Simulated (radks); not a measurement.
Values are calculated unless marked as measured or tabulated.
Task: The rhodium ion Rh5+ is in [Kr] 4d4. Code: a radial shooting solver on a logarithmic mesh with Libxc functionals. Model: scalar-relativistic Kohn-Sham, LDA (Slater exchange, Perdew-Wang correlation), spin-polarised, spherical densities, finite nucleus; Fermi nuclear charge, rms radius of each element as measured or else 0.836 A^(1/3) + 0.57 fm. Open shells are filled with parallel spins first. One electron is removed from 4d, 4s, 4p, 3d in turn, with full relaxation. Which removal costs least, and what does each cost?

Result: 4d 80.841 eV; 4p 126.87 eV; 4s 160.52 eV; 3d 395.24 eV. The 4d electron leaves first.
